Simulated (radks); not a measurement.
Effect of the nuclear size on the niobium ion Nb2+, [Kr] 4d3. Method: Dirac Kohn-Sham, exchange-only LDA, spin-unpolarised, spherical densities, finite nucleus; open shells are shared between the two j in proportion to 2j + 1; Fermi nuclear charge, rms radius 4.324 fm; computed with a radial shooting solver on a logarithmic mesh with Libxc functionals. The rms radius is varied about that value; shifts are against it.

rms radius (fm) = 3.6192: total energy shift (eV) -0.379; density at nucleus (e/bohr^3) 8.364e+04; 1s1/2 shift (meV) -160; 2s1/2 shift (meV) -17.0; 4s1/2 shift (meV) -0.482; 5s1/2 (empty) shift (meV) -0.070
rms radius (fm) = 3.9219: total energy shift (eV) -0.224; density at nucleus (e/bohr^3) 8.295e+04; 1s1/2 shift (meV) -94.6; 2s1/2 shift (meV) -10.0; 4s1/2 shift (meV) -0.284; 5s1/2 (empty) shift (meV) -0.041
rms radius (fm) = 4.324: total energy shift (eV) 0; density at nucleus (e/bohr^3) 8.212e+04; 1s1/2 shift (meV) 0.000; 2s1/2 shift (meV) 0.000; 4s1/2 shift (meV) 0.000; 5s1/2 (empty) shift (meV) 0.000
rms radius (fm) = 4.618: total energy shift (eV) 0.176; density at nucleus (e/bohr^3) 8.156e+04; 1s1/2 shift (meV) 74.4; 2s1/2 shift (meV) 7.89; 4s1/2 shift (meV) 0.224; 5s1/2 (empty) shift (meV) 0.032
rms radius (fm) = 4.9034: total energy shift (eV) 0.356; density at nucleus (e/bohr^3) 8.106e+04; 1s1/2 shift (meV) 151; 2s1/2 shift (meV) 16.0; 4s1/2 shift (meV) 0.453; 5s1/2 (empty) shift (meV) 0.066

Slopes of the eigenvalues against <r^2> in GHz/fm^2, as finite differences over the two radii next to the reference (eigenvalue slopes, not the field-shift constants of lines): 1s1/2 6880, 2s1/2 729, 4s1/2 20.7, 5s1/2 (empty) 3.00.
